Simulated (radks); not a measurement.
Question: Successive ionisation energies (eV) of one element, from differences of total energies of ions in their ground configurations, starting at charge 0: 16.411, 33.560, 53.897, 76.946, 114.28, 137.16, 749.36, 859.31. All-electron calculation, Dirac Kohn-Sham, PBE, spin-unpolarised, spherical densities, finite nucleus; open shells fill j = l - 1/2 first; Fermi nuclear charge, rms radius 2.6991 fm. Program: a radial shooting solver on a logarithmic mesh with Libxc functionals. Which element is it?

Answer: Oxygen (Z = 8). The first species listed is O in [He] 2s2 2p4, the last O7+ in 1s1.
